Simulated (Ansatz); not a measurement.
## Abstraction of H: SiH2(CH3)2 + C2H4ClSi → SiH(CH3)2 + C2H5ClSi

Gas-phase species: SiH2(CH3)2 (dimethylsilane), singlet; C2H4ClSi `C=C[SiH]Cl`, doublet; SiH(CH3)2, doublet; C2H5ClSi `C=C[SiH2]Cl`, singlet. A radical takes H: the energy is the difference in strength between two Si–H bonds in different surroundings.

Shapes, held fixed at every level: PBE0-D4/def2-TZVP. Flexible molecules stand in one conformer, not always the lowest. Programs: Ansatz 0.2.0. The zero-point and thermal change to 298 K, harmonic and unscaled (PBE0-D4/def2-TZVP), is +0.3 kJ/mol.

| level | kind | ΔH(298 K) (kJ/mol) | less CCSD(T)/CBS estimate |
| --- | --- | --- | --- |
| MP2/def2-SVP | perturbation theory | -10.9 | -18.2 |
| MP2/def2-TZVPP | perturbation theory | -9.6 | -16.9 |
| HF/def2-SVP | Hartree–Fock | +8.4 | +1.1 |
| SPW92/def2-TZVPP | LDA | +16.9 | +9.6 |
| r2SCAN0-D4/def2-TZVPP | global hybrid | +12.1 | +4.8 |
| wB97X-V/def2-TZVPP | range-separated hybrid | +9.9 | +2.6 |
| B2PLYP/def2-TZVPP | double hybrid | +10.3 | +3.0 |
| CCSD(T)/CBS estimate | coupled cluster or CI | +7.3 | 0.0 |

The highest level, CCSD(T)/CBS estimate, gives ΔH(298 K) = +7.3 kJ/mol; the levels span -10.9 to +16.9. They disagree on the sign: 6 of 8 are positive. The column of differences is taken from that level and isn't an error. No measured value is set beside it here. Spin contamination: C2H4ClSi (⟨S²⟩ up to 0.87). Open shells run unrestricted. The CBS estimate extrapolates MP2 from def2-TZVPP and def2-QZVPP and adds CCSD(T) − MP2 in the triple-zeta set, cores frozen.
